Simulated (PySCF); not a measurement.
In(H)(Cl)(OMe) (CH4ClInO), SMILES C[O][InH][Cl].

Geometry optimised at PBE0-D3(BJ)/def2-SVP. The structure was generated by enumeration; whether it is a known compound was not checked. The def2 effective core potentials stand for the cores of In; spin–orbit coupling is left out. Other conformers were not sampled.

Method: PySCF 2.14.0 with TDA-PBE/def2-SVPD.

Vertical excitations. Isolated molecule, no solvent. State labels are in the subgroup Cs.

Computed UV-visible absorptions:
```csv
state,symmetry,energy (eV),λ (nm),f,main pairs
S1,A",3.99,311,0.007,HOMO→LUMO 99 %
S2,A',4.26,291,0.006,"HOMO→LUMO+1 57 %, HOMO−1→LUMO 42 %"
S3,A",4.42,280,0.000,HOMO−1→LUMO+1 100 %
S4,A',5.01,248,0.166,"HOMO−1→LUMO 49 %, HOMO→LUMO+1 36 %"
S5,A',5.13,242,0.018,HOMO−2→LUMO 97 %
S6,A",5.19,239,0.000,HOMO−2→LUMO+1 97 %
S7,A",5.33,233,0.021,HOMO−3→LUMO 97 %
S8,A',5.62,221,0.006,HOMO−3→LUMO+1 90 %
S9,A",5.75,216,0.001,HOMO→LUMO+2 99 %
S10,A',6.17,201,0.035,HOMO−1→LUMO+2 94 %
T1,A",3.69,336,0,HOMO→LUMO 98 %
T2,A',3.79,327,0,HOMO→LUMO+1 91 %
T3,A',3.94,315,0,HOMO−1→LUMO 90 %
T4,A",4.27,290,0,HOMO−1→LUMO+1 98 %
```
Triplets are in the Tamm–Dancoff approximation.
